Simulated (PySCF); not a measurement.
ScCl₄⁻: breathing scan

These are results of PBE/[Sc def2-SVPD, Cl def2-SVPD], no relativity, density fitting, PySCF, not measurements.

Rigid scan from the singlet minimum (Sc–Cl 2.358 Å (×4); Cl–Sc–Cl 109.5° (×6)). Coordinate: all bonds to the central atom scaled together. Energies in kJ/mol from the minimum.

(1) Predict the curve at 0.88, 0.92, 0.96, 1.00, 1.04, 1.08, 1.14, 1.22, 1.35.

Answers

(1) 
```
scale of all bonds to the centre  E (kJ/mol)
                            0.88       259.9
                            0.92       100.9
                            0.96        22.2
                            1.00         0.0
                            1.04        16.9
                            1.08        60.1
                            1.14       155.4
                            1.22       309.8
                            1.35       570.5
```

At long bonds a restricted determinant can lie too high, and another spin state can fall below this curve.

Other isomers or separated fragments may lie lower.
